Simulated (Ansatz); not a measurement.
C2H2FI can be A, `F/C=C\I`, or B, `C=C(F)I`.

Program: Ansatz. Geometries: PBE0-D4/def2-TZVP. ΔE: electronic, gas phase. CCSD(T)/CBS is the MP2 limit (def2-TZVPP, def2-QZVPP) plus CCSD(T) − MP2 in def2-TZVPP, frozen cores. Functionals use def2-TZVPP. B3LYP here is the variant with VWN-RPA as its local correlation; programs differ in this. def2 core potentials past Kr. For I outer-core shells are correlated without core-valence functions, which leaves a few kJ/mol of doubt a bond.

A:

```xyz
6

F    -0.518   -0.878   -1.401
C    -0.595    0.028   -0.434
C     0.336    0.196    0.485
I     2.069   -0.917    0.580
H    -1.505    0.618   -0.478
H     0.214    0.952    1.247
```

B:

Z-matrix (Å, degrees):
```
C
C 1 1.318
H 1 1.083 2 119.5
H 1 1.079 2 120.8 3 180.0
F 2 1.327 1 122.2 3 0.0
I 2 2.077 1 125.3 3 180.0
```

Problem. Which isomer does CCSD(T)/CBS put lower? Give the gap. (Estimate.)

Solution. Ansatz gave: A, by 4.0 kJ/mol.

Problem. Give E(B) − E(A) in kJ/mol with MP2/def2-TZVPP, B3LYP-D4, PBE-D4, HF/def2-TZVPP, PBE0-D4, CCSD/def2-TZVPP, r2SCAN-D4. (Estimate.)

Solution. The calculation gave: MP2/def2-TZVPP 4.3, B3LYP-D4 2.9, PBE-D4 0.6, HF/def2-TZVPP 9.9, PBE0-D4 3.4, CCSD/def2-TZVPP 5.8, r2SCAN-D4 0.4. None reverses the order clearly.

Largest T1 diagnostic: 0.011.

In def2-TZVPP, CCSD(T) changes the Hartree–Fock value by −5.2 kJ/mol (the triples alone add −1.1 kJ/mol) and MP2 by −5.5 kJ/mol.
